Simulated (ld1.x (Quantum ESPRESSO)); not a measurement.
**Before and after: TM potential for Sc**

ld1.x (Quantum ESPRESSO) 7.5 input, shortened:

```
&input
   title='Sc', zed=21., rel=2, dft='PBE', iswitch=3,
   config='[Ar] 3d1 4s0 4p0', rel_dist='average'
 /
 &inputp
   pseudotype=2, tm=.true., lloc=-1, rcloc=1.35,
   nlcc=.true., rcore=1.20
 /
3
4S  1  0   0.00   0.00  2.70  2.70  0.0
4P  2  1   0.00   0.00  2.35  2.35  0.0
3D  3  2   1.00   0.00  1.40  1.40  0.0
 &test
   configts(1)='3d1 4s0 4p0'
 /
```

Open shells are filled in proportion to 2j + 1 (rel_dist='average').

All-electron outer shells of the reference configuration (PBE, scalar-relativistic, ld1.x):

```
shell  level (eV)  outermost node (bohr)  outermost maximum (bohr)
   3p      -48.95                   0.39                      0.97
   3d      -17.91                      –                      1.08
   4s      -15.89                   1.31                      2.73
   4p      -11.75                   1.45                      3.22
```

Change: core [Ne] 3s2, valence charge 9; reference 3p6 3d1 4s2 4p0; waves now 3p (bound): rc 1.55 bohr; 3d (bound): rc 2.70 bohr; 4s (bound): rc 2.55 bohr; local potential the s channel; core correction a·sin(br)/r model core, default radius (core density twice the valence density).

Cutoffs: the cutoffs (Ry, on a coarse ladder) from which the occupation-weighted sum of valence levels, in a spherical-Bessel basis at the reference potential, stays within 10 and 1 mRy of its value at 400 Ry; they do not see the model core or the augmentation charge, which bear on the density cutoff. Errors are all-electron minus pseudo energies relative to the spin-unpolarised reference configuration.

**Question.** What does the change do?

**Answer.** The potential gets softer (80 Ry and 100 Ry → 35 Ry and 70 Ry); the bound ghost in p, s disappears; the number of tests that count goes from 6 to 7; the range in which the d3/2 phases agree narrows (upper end 4.4 → 0.4); the range in which the d5/2 phases agree narrows (upper end 4.5 → 0.4). Several settings change at once here, so the effects cannot be laid on one of them.

```csv
quantity,base,changed
"cutoff, loose",80 Ry,35 Ry
"cutoff, tight",100 Ry,70 Ry
bound ghosts,"s, p3/2, p1/2",none
"tests counted (converged, no solver errors)",6 of 7,7 of 7
s: phases at 2.96 bohr within 0.05 rad from the reference energy up to (Ry; the scan ends near 5),0.7,1.5
p1/2: phases at 2.96 bohr within 0.05 rad from the reference energy up to (Ry; the scan ends near 5),-0.5,-0.8
p3/2: phases at 2.96 bohr within 0.05 rad from the reference energy up to (Ry; the scan ends near 5),-0.5,-0.8
d3/2: phases at 2.96 bohr within 0.05 rad from the reference energy up to (Ry; the scan ends near 5),4.4,0.4
d5/2: phases at 2.96 bohr within 0.05 rad from the reference energy up to (Ry; the scan ends near 5),4.5,0.4
```

Base: Tests not counted: 3d1 4s0 4p1 (pseudo-atom not self-consistent, printed error +447 meV). These tests converged, but a pseudo level misses the all-electron one widely, so the file describes the atom poorly there or has found another state: 3d1 4s0 4p2: 3d by 5.6 eV. Changed file: These tests converged, but a pseudo level misses the all-electron one widely, so the file describes the atom poorly there or has found another state: 3p6 3d0 4s0 4p0: empty 4p by 2.6 eV (a node warning on the way). A true bound ghost makes a file unfit for plane-wave use even where its test errors are small: the radial tests pick states by their node count and pass the ghost by.
